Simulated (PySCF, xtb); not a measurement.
B(AsH2)2(OH) (As2BH5O), SMILES [AsH2]B(O)[AsH2]. Other conformers were not sampled.

Harmonic wavenumbers (cm⁻¹) from GFN2-xTB (xtb) at its own minimum, in rising order: 70, 102, 108, 244, 265, 311, 566, 570, 681, 696, 710, 742, 997, 1004, 1016, 1249, 1776, 1850, 1880, 1902, 3469.

Question: What does B3LYP-D3(BJ)/def2-SVP run with PySCF 2.14.0 give at its own minimum? (Estimate from the structure and the level; the computed values follow.)

Answer: 114, 117, 135, 247, 325, 330, 539, 579, 630, 693, 699, 766, 990, 995, 1091, 1350, 2153, 2183, 2196, 2201, 3809. Paired by order, the mean absolute difference is 102 cm⁻¹ and the zero-point energies are 28.9 and 31.7 kcal/mol.
